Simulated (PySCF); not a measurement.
Two-component Hartree-Fock for Sb(27+) (antimony, charge +27)

Start: [Ar] 3d6; 3d3/2 filled at m_j = -3/2, -1/2, +1/2, +3/2; 3d5/2 filled at m_j = +3/2, +5/2. Calculated with PySCF 2.14 in an uncontracted even-tempered set (16 s from 4 bohr⁻², ratio 2.8; 12 p from 5.2 bohr⁻², ratio 2.8; 8 d from 5.2 bohr⁻², ratio 2.8; 3 f from 20 bohr⁻², ratio 3): generalised Hartree-Fock with the X2C-1e Hamiltonian and a Gaussian nucleus; one run each with spin-orbit coupling (SO) switched off, then screened by Boettger's factors.

| spinor shell | electrons | ε, spin-free (eV) | ε, screened SO (eV) | weight of nominal j (screened SO) | rms radius, screened SO (bohr) |
| --- | --- | --- | --- | --- | --- |
| 1s1/2 | 2 | -31737.8 | -31734.3 | 1.000 | 0.0325 |
| 2s1/2 | 2 | -5824.7 | -5823.3 | 1.000 | 0.132 |
| 2p1/2 | 2 | -5336.1 | -5516.0 | 0.999 | 0.114 |
| 3s1/2 | 2 | -1914.8 | -1914.3 | 1.000 | 0.336 |
| 3p1/2 | 2 | -1749.2 | -1794.9 | 0.963 | 0.327 |
| 3p3/2 | 4 | -1749.2 | -1727.8 | 0.982 | 0.338 |
| 3d3/2 | 4 | -1535.0 | -1540.7 | 0.770 | 0.302 |
| 3d5/2 | 2 | -1535.0 | -1525.2 | 0.756 | 0.304 |

(1) Where does 2p3/2 lie, and what is the 2p spin-orbit splitting (screened SO)?

```
   quantity    spin-free  screened SO
E (hartree)  -6042.00303  -6043.98415
        M_J            4            4
       ⟨J²⟩       20.001       20.034
       ⟨L²⟩        6.000        7.787
       ⟨S²⟩        6.000        4.959
```

Each row is a mean over spinors that exchange with the open shell spreads, by up to 33.058 eV (3p3/2).

Rows whose weight is well below 1 are mixtures of j = l ± 1/2: exchange outweighs spin-orbit coupling there, and the label is only the starting occupation.

Breit and QED terms are absent; they matter most for the inner s and p1/2 levels.

Densities and radii are taken from the X2C orbitals without a picture-change correction, which distorts them close to the nucleus.

Without spin-orbit coupling the j labels of p, d and f shells carry no meaning; the spin-free column gives the mean over the occupied spinors of each nl shell.

Answers

(1) At -5253.1 eV, 262.84 eV above 2p1/2.
